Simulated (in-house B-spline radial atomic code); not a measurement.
The numbers below are computed, except where a source is named.
**Making a Troullier-Martins s channel for K, r_c = 3.04 bohr**

K, [Ar] 4s1, non-relativistic LDA (VWN5), spherical and spin-unpolarised, from a B-spline radial code for spherical atoms (atomic units). The all-electron 4s level is ε = -0.088815 hartree, its outermost node lies just inside 1.61 bohr and its outer maximum at 4.05 bohr.

Inside r_c the pseudo-orbital is u(r) = r^1 exp(p(r)), with p = c0 + c2 r² + c4 r⁴ + … + c12 r¹². The seven coefficients follow from p and its first four derivatives at r_c, from zero curvature of the screened potential at the origin, c4 = −c2²/(2l + 5), and from the norm inside r_c. At r_c the all-electron orbital has P = 0.425809, P' = 0.1343203, the screened potential V = -0.3051516, V' = 0.2060349, V'' = -0.263527, and the norm inside is Q = 0.1402416.

Task: What are p, p' and p'' at r_c?

Result: p = ln(P/r_c^1) = ln(0.425809/3.04) = -1.96562. p' = P'/P − 1/r_c = 0.31545 − 0.32895 = -0.01350. The radial equation gives p'' = 2(V − ε) − 2(1) p'/r_c − p'² = -0.43267 − (-0.00888) − 0.00018 = -0.42397. Differentiating, p''' = 2V' + 2(1)p'/r_c² − 2(1)p''/r_c − 2p'p'' = 0.67663, and p'''' = 2V'' − 4(1)p'/r_c³ + 4(1)p''/r_c² − 2(1)p'''/r_c − 2p''² − 2p'p''' = -1.495.

For a trial c2 the five matching conditions are linear in c0, c6, c8, c10 and c12, and c2 is varied until the norm inside r_c equals Q. The root nearest zero gives:

```json
{"n": "0", "c_n": "-2.604548"}
{"n": "2", "c_n": "0.09382673"}
{"n": "4", "c_n": "-0.001760691"}
{"n": "6", "c_n": "0.002961113"}
{"n": "8", "c_n": "-0.0007647798"}
{"n": "10", "c_n": "6.327708e-05"}
{"n": "12", "c_n": "-1.768934e-06"}
```

Task: Check c4 and p(r_c), and find the screened pseudopotential at the origin.

Result: −c2²/5 = -0.00176069, as listed. The terms c_n r_c^n are -2.60455, 0.86711, -0.15038, 2.33720, -5.57860, 4.26562, -1.10203, which sum to -1.96562. Inverting the radial equation, V_l(r) = ε + 1 p'/r + (p'' + p'²)/2, so V_l(0) = ε + (2l + 3) c2 = -0.088815 + 3 × (0.0938267) = 0.1927 hartree, finite where the all-electron potential diverges.

Orbitals and screened potentials:

```csv
r (bohr),P,u,V all-electron,V pseudo
0.304,0.1107,0.02267,-29.57,0.1932
0.76,-0.1751,0.05932,-6.171,0.2086
1.216,-0.151,0.1035,-2.371,0.2586
1.672,0.03332,0.163,-1.159,0.2775
2.128,0.2127,0.2461,-0.6713,0.1036
2.584,0.3435,0.3455,-0.4334,-0.2366
3.04,0.4258,0.4258,-0.3052,-0.3052
```

Logarithmic derivatives P'/P at R = 3.34 bohr, for energies E around ε:

| E − ε (hartree) | all-electron | pseudo |
| --- | --- | --- |
| -0.5 | 0.884755 | 0.860764 |
| -0.25 | 0.582057 | 0.573539 |
| -0.1 | 0.359277 | 0.357407 |
| 0 | 0.183566 | 0.183567 |
| 0.1 | -0.0236774 | -0.0269882 |
| 0.25 | -0.426786 | -0.46392 |
| 0.5 | -1.68247 | -2.41777 |

Task: With P(R) = 0.4583283 and a norm of 0.1992286 inside R, what slope in energy does norm conservation fix?

Result: d(P'/P)/dE = −2 × (norm inside R)/P(R)² = -1.8968 per hartree·bohr at E = ε, for both atoms, since orbital and norm agree at R. Differences over ±0.1 hartree give -1.9148 (all-electron) and -1.9220 (pseudo), which also hold third-order terms. Half a hartree below ε the two curves differ by -0.0240.
